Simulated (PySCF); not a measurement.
Mg(F)(Me) (CH3FMg), SMILES [F][Mg][CH3].

Geometry optimised at r2SCAN-D4/def2-TZVP.

All values below come from IEF-PCM-PBE0/def2-SVP (PySCF 2.14.0).

The values are the electrostatic part of the solvation free energy, E(continuum) − E(gas) at the gas-phase geometry, in a cavity of scaled van der Waals radii (PySCF's table); cavitation and dispersion terms are not included. A continuum can't describe solvent molecules that bind to the metal. In vacuum the orbital gap is 6.68 eV. The dipole moment in vacuum is 2.06 D.

```json
[
 {"solvent": "water", "ε": "78.36", "ΔG(elec) (kcal/mol)": "-13.0", "dipole (D)": "1.80", "gap (eV)": "6.77"},
 {"solvent": "dimethylsulfoxide", "ε": "46.83", "ΔG(elec) (kcal/mol)": "-12.8", "dipole (D)": "1.81", "gap (eV)": "6.77"},
 {"solvent": "benzene", "ε": "2.27", "ΔG(elec) (kcal/mol)": "-6.0", "dipole (D)": "1.98", "gap (eV)": "6.71"}
]
```
